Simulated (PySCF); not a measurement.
Computed vibrations of [La(NH2)4]−

[La(NH2)4]− (singlet). PySCF 2.14.0, RKS PBE0, La lcecp-1-SVP with ECP46, N def2-SVP, H def2-SVP; non-relativistic Hamiltonian with scalar-relativistic core potentials where named; density fitting; no spin-orbit coupling. Central differences of gradients.

```xyz
13

La    0.0000    0.0000    0.0000
N     1.2253    1.4550    1.4550
H     1.6318    1.2188    2.3629
H     1.6318    2.3629    1.2188
N    -1.2253   -1.4550    1.4550
H    -1.6318   -1.2188    2.3629
H    -1.6318   -2.3629    1.2188
N     1.2253   -1.4550   -1.4550
H     1.6318   -2.3629   -1.2188
H     1.6318   -1.2188   -2.3629
N    -1.2253    1.4550   -1.4550
H    -1.6318    2.3629   -1.2188
H    -1.6318    1.2188   -2.3629
```

Run from Python with OMP_NUM_THREADS=2. Where DIIS fails, smearing, a level shift and second-order steps follow.
It took 84 s on 2 threads of Arm Neoverse V1 (shared host).

Q: What are the harmonic wavenumbers and infrared intensities?

A: Modes are labelled in D2d; negative numbers are unstable modes, those under 60 cm⁻¹ near the noise; a finer grid moves soft modes by up to 10 cm⁻¹.
| cm⁻¹ | km/mol | symmetry |
| --- | --- | --- |
| -168 | – | a2 |
| -79 | – | e |
| -79 | – | e |
| 62 | 0.1 | b2 |
| 83 | 0.0 | b1 |
| 87 | 0.0 | a1 |
| 114 | 0.3 | e |
| 114 | 0.3 | e |
| 186 | 0.0 | b1 |
| 252 | 0.0 | a2 |
| 304 | 0.0 | e |
| 304 | 0.0 | e |
| 334 | 0.0 | b1 |
| 337 | 190.9 | e |
| 337 | 190.9 | e |
| 367 | 0.0 | a1 |
| 367 | 236.4 | b2 |
| 423 | 223.7 | e |
| 423 | 223.7 | e |
| 432 | 230.0 | b2 |
| 453 | 0.0 | a1 |
| 1512 | 17.2 | b2 |
| 1513 | 2.7 | e |
| 1513 | 2.7 | e |
| 1518 | 0.0 | a1 |
| 3496 | 12.8 | b2 |
| 3496 | 15.1 | e |
| 3496 | 15.1 | e |
| 3498 | 0.0 | a1 |
| 3582 | 0.0 | a2 |
| 3583 | 12.7 | e |
| 3583 | 12.7 | e |
| 3583 | 0.0 | b1 |

Q: Is this a minimum?

A: No: 3 unstable; the lowest moves the atoms so:
```
La   0.00  0.00  0.00
N    0.00  0.00  0.00
H   -0.30  0.10  0.16
H    0.30 -0.16 -0.10
N    0.00  0.00  0.00
H   -0.30  0.10 -0.16
H    0.30 -0.16  0.10
N    0.00  0.00  0.00
H    0.30  0.16  0.10
H   -0.30 -0.10 -0.16
N    0.00  0.00  0.00
H    0.30  0.16 -0.10
H   -0.30 -0.10  0.16
```
